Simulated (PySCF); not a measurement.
Ga(H)(Me)2 (C₂H₇Ga), SMILES [CH3][GaH][CH3]. Atoms are numbered in the order given.

```xyz
10

Ga    -0.0002    -0.3280     0.0000
H      0.0016    -1.9094     0.0000
C      0.0000     0.6147     1.7302
H      0.8889     0.3287     2.3166
H     -0.0099     1.7092     1.6233
H     -0.8768     0.3130     2.3269
C      0.0000     0.6147    -1.7302
H      0.8889     0.3287    -2.3166
H     -0.8768     0.3130    -2.3269
H     -0.0099     1.7092    -1.6233
```
Charge 0, spin multiplicity 1.

Geometry: PBE0-D3(BJ)/def2-SVP. The structure was generated by enumeration; whether it is a known compound was not checked.

Two levels are set side by side: PBE/pcSseg-1 (PySCF) and B3LYP/pcSseg-1 (PySCF). GIAO shifts against TMS (¹H), TMS (¹³C) at the same level; non-relativistic, no solvent, atoms listed together averaged. Differences are taken from unrounded values.

```json
[
 {"quantity": "δ(¹H) of H2 (ppm)", "B3LYP": "6.66"},
 {"quantity": "δ(¹³C) of C3, C7 (ppm)", "B3LYP": "5.0"}
]
```

Question: What does PBE give, and how far is it from B3LYP? (The exact figures need the calculation; the answer reports its results.)

Answer: 
| quantity | PBE | PBE minus B3LYP |
|---|---|---|
| δ(¹H) of H2 (ppm) | 6.98 | 0.31 |
| δ(¹³C) of C3, C7 (ppm) | 6.1 | 1.1 |

Rough cost on one machine, each run with all the roots and properties that it gave: B3LYP against PBE within a factor of 2.
